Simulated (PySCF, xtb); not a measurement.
F₂H₅NOSi₂, SMILES N[SiH2]O[SiH](F)F.

GFN2-xTB (xtb) at its own geometry gives an orbital gap of 5.76 eV and a dipole moment of 3.48 D.

Coordinates come from a r2SCAN-D4/def2-SVP optimisation. The structure was generated by enumeration, and PubChem lists no compound with its InChIKey, so it may never have been made. One conformer was computed; it need not be the lowest.

**Question.** What does PySCF with PBE/def2-TZVP give? (Estimate from the structure and the level; the computed values follow.)

**Answer.** gap 6.22 eV (levels -6.59 and -0.37 eV), dipole 2.26 D.
